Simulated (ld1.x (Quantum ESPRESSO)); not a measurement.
**iron (Fe), PAW: configuration errors across variants**

```json
{"Element": "iron", "Generator": "ld1.x (Quantum ESPRESSO) 7.5", "Type": "PAW", "Functional": "LDA (PZ)", "Relativity": "fully relativistic", "Frozen core": "[Ar]", "Valence charge": "8", "Reference configuration": "3d6 4s2 4p0", "Partial waves": "4s (bound): rcut 2.00, rcutus 2.70 bohr; 4s channel at 0.65 Ry: rcut 2.00, rcutus 2.70 bohr; 4p (bound, empty): rcut 2.55, rcutus 3.10 bohr; 4p channel at 1.25 Ry: rcut 2.55, rcutus 3.10 bohr; 3d (bound): rcut 1.00, rcutus 1.35 bohr; 3d channel at 0.1 Ry: rcut 1.00, rcutus 1.35 bohr", "Local potential": "all-electron potential smoothed inside 1.05 bohr (lloc = -2)", "Core correction": "Bessel-smoothed model core inside 1.20 bohr", "Augmentation charge": "PSQ, inside the norm-conserving radii"}
```

Open shells are filled in proportion to 2j + 1 (rel_dist='average').

All-electron excitation energies from the reference (eV): (1) 3d6 4s1 4p0 8.981; (2) 3d6 4s0 4p0 25.473; (3) 3d5 4s0 4p0 60.002; (4) 3d7 4s0 4p0 6.859; (5) 3d7 4s1 4p0 -0.829; (6) 3d6.5 4s1.5 4p0 -0.749; (7) 3d6 4s0 4p1 14.114.

Tests that are not counted but printed errors over 1 eV. “all radii but the core radius scaled by about 1.14 (s 3.08, p 3.54, d 1.54 bohr, rcut 2.28/2.90/1.14); local potential all-electron potential smoothed inside 1.20 bohr (lloc = -2)”: 3d6 4s1 4p0 (solver errors, printed error -5.9 eV); 3d6.5 4s1.5 4p0 (solver errors, printed error -7.8 eV).

2 further variants failed, have other tests or too few solved ones, and are left out.

Errors AE − PS in meV (a dash: test not solved or not reliable):

```tsv
change	(1)	(2)	(3)	(4)	(5)	(6)	(7)	bound ghosts
base	-1.6	-6.9	-286	-104	-71	-23	-2.7	not determined
all radii but the core radius scaled by about 1.14 (s 3.08, p 3.54, d 1.54 bohr, rcut 2.28/2.90/1.14); local potential all-electron potential smoothed inside 1.20 bohr (lloc = -2)	–	-6.9	-290	-105	-22	–	-2.6	not determined
all radii but the core radius scaled by about 1.23 (s 3.32, p 3.82, d 1.66 bohr, rcut 2.46/3.14/1.24); local potential all-electron potential smoothed inside 1.30 bohr (lloc = -2)	+2.4	-7.3	-295	-109	-51	-10	-1.7	not determined
```

(1) Give the same row for: all radii but the core radius scaled by about 0.90 (s 2.42, p 2.78, d 1.22 bohr, rcut 1.80/2.28/0.90); local potential all-electron potential smoothed inside 0.94 bohr (lloc = -2).

Answers

(1) -1.5, -7.9, -287, -107, -69, -22, -2.7; bound ghosts: not determined.
